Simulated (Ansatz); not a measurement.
A structure relaxed at PBE0-D4/def2-TZVP, charge 0, multiplicity 1:

Cartesian coordinates in Å:
```
B 0.694 1.218 0.760
C 0.119 -0.177 0.779
Si 0.506 -1.391 -0.601
Si -1.131 0.127 -0.716
H 0.521 1.970 1.677
H 1.295 1.609 -0.205
H -0.374 -0.530 1.683
H 0.129 -2.798 -0.339
H 1.804 -1.233 -1.293
H -1.041 1.439 -1.393
H -2.520 -0.234 -0.352
```

Q: Give its formula and SMILES.

A: CH7BSi2, `BC1[SiH2][SiH2]1`.

Q: Summarise the bond lengths by kind.

A: 1 × B–C 1.509 Å; 2 × B–H 1.198 to 1.203 Å; 2 × C–Si 1.878 to 1.972 Å; 1 × C–H 1.089 Å; 1 × Si–Si 2.236 Å; 4 × H–Si 1.478 to 1.481 Å.

Results of the Gaussian-basis code of Ansatz.
